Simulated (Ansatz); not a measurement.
The molecule SrS, closed-shell singlet (the spin of the measured ground state). No spin–orbit coupling.

D_e counts from the fitted minimum to each atom's lowest state at the same level, without counterpoise. The singlet is restricted.

Correlated levels freeze the inner cores; with def2 sets outer-core shells near the valence are correlated too.

The values were computed with Ansatz (Gaussian basis) for Hartree–Fock, density functionals and correlated methods.  In def2 rows elements past Kr take small-core potentials, without spin–orbit coupling.

```json
[
 {"level": "SVWN5/def2-TZVPP", "bond energy D_e (kcal/mol)": "102.17"},
 {"level": "PBE/def2-TZVPP", "bond energy D_e (kcal/mol)": "89.51"},
 {"level": "B97M-V/def2-TZVPP", "bond energy D_e (kcal/mol)": "84.84"},
 {"level": "BHLYP/def2-TZVPP", "bond energy D_e (kcal/mol)": "68.96"},
 {"level": "wB97M-V/def2-TZVPP", "bond energy D_e (kcal/mol)": "77.65"},
 {"level": "B2PLYP/def2-TZVPP", "bond energy D_e (kcal/mol)": "75.62"},
 {"level": "CCSD/def2-TZVPP", "bond energy D_e (kcal/mol)": "___"},
 {"level": "CCSD(T)/def2-TZVPP", "bond energy D_e (kcal/mol)": "___"},
 {"level": "CCSD(T)/def2-QZVPP", "bond energy D_e (kcal/mol)": "75.30"}
]
```

Q: What belongs in the gaps?

A: 
- CCSD/def2-TZVPP, bond energy D_e (kcal/mol): 61.64
- CCSD(T)/def2-TZVPP, bond energy D_e (kcal/mol): 67.07

Ansatz is a first-principles code.
